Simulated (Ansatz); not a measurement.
Single points on Zn3O3H12, a cluster cut from zinc blende ZnO (hydrogen-capped).

```yaml
crystal:
  periodic: [false, false, false]
  atoms:
    - {symbol: O, position_ang: [-1.674213, 0.836495, 0.836563]}
    - {symbol: O, position_ang: [0.832701, 0.831267, -1.673002]}
    - {symbol: O, position_ang: [0.837275, -1.674373, 0.836780]}
    - {symbol: Zn, position_ang: [-1.032201, -1.027229, 2.052801]}
    - {symbol: Zn, position_ang: [2.048189, -1.040783, -1.033125]}
    - {symbol: Zn, position_ang: [-1.030774, 2.051850, -1.033629]}
    - {symbol: H, position_ang: [-2.041058, -2.035086, 1.408539]}
    - {symbol: H, position_ang: [-0.259862, -0.246113, 3.170044]}
    - {symbol: H, position_ang: [1.396123, -2.045363, -2.039350]}
    - {symbol: H, position_ang: [3.171420, -0.265173, -0.263767]}
    - {symbol: H, position_ang: [-2.046968, 1.405666, -2.031909]}
    - {symbol: H, position_ang: [-0.257908, 3.169479, -0.254981]}
    - {symbol: H, position_ang: [-2.604129, 0.640871, 0.631590]}
    - {symbol: H, position_ang: [-1.685253, 1.527032, 1.520685]}
    - {symbol: H, position_ang: [0.637231, 0.628617, -2.602946]}
    - {symbol: H, position_ang: [1.524435, 1.513599, -1.682839]}
    - {symbol: H, position_ang: [0.633156, -2.605309, 0.646631]}
    - {symbol: H, position_ang: [1.522235, -1.681247, 1.526216]}
basis:
  gaussian: {orbitals: def2-TZVP, initial_orbitals: start.molden}
hamiltonian: {xc: pbe}
correlation: {method: rpa, frozen_orbitals: {H: 0, O: 1, Zn: 9}}
scf: {omitted_lower_state_checks: [starts]}
```

The file start.molden holds the orbitals of an earlier run on this structure, at another level or in another basis.

```sh
$ ansatz run in.yaml --threads 4 --pin off --events-out ev --progress --plain --max-ram 4787MiB
```

Output, abridged:

```
Functional definition: PBE
2439 factors; integrals over basis functions are off by at most 1.4e-3 eV
mean field evaluation 1: about -151568.2801 eV, gradient 1.6e1 eV
mean field evaluation 2: about -151568.6152 eV, gradient 3.8e-1 eV
mean field evaluation 4: about -151568.6051 eV, gradient 1.1e-3 eV
mean field evaluation 8: about -151568.6051 eV, gradient 1.9e-6 eV
mean field -151568.60509399 eV, -5570.0435003135 hartree, gradient 1.9e-6 eV, S^2 0.000000; 0 other end points of the search recorded, 0 dependent functions left out
30 core orbitals not correlated: weight in the atoms' cores, before any rotation towards them, 1.000 or more for the frozen orbitals, at most 0.000 for the correlated occupied ones
reference -151426.67491094 eV, -5564.8276622903 hartree; 33, 33 occupied and 246, 246 virtual orbitals, 2439 factors
Total energy: -151506.98162808 eV, -5567.7788797115 hartree
Checks for a lower state left out: starts
```

It took 30 s on 4 threads of Arm Neoverse N1 on a shared host, peak host memory 1.1 GiB.

The first input with `hamiltonian: {xc: {name: B3LYP}, dispersion: d4}`, `output: {orbitals: {seedname: orbitals}}` and without the key `correlation` (abridged; 21 s):

```
Functional definition: B3LYP
mean field -151602.36141003 eV, -5571.2840220475 hartree, gradient 2.3e-5 eV, S^2 0.000000
Total energy: -151602.97739518 eV, -5571.3066590841 hartree
Checks for a lower state left out: starts
```

The first input with `gaussian: {orbitals: def2-SVP, initial_orbitals: start.molden}`, `hamiltonian: {xc: pbe0, dispersion: d4}`, `output: {orbitals: {seedname: orbitals}}` and without the key `correlation` (abridged; 9 s):

```
Functional definition: PBE0
mean field -151541.66530678 eV, -5569.0534813940 hartree, gradient 6.2e-5 eV, S^2 0.000000
Total energy: -151542.00656884 eV, -5569.0660225434 hartree
Checks for a lower state left out: starts
```

Geometry: r2SCAN-D4/def2-SVP.

B3LYP takes the VWN-RPA correlation. Correlated methods freeze 30 core orbitals.
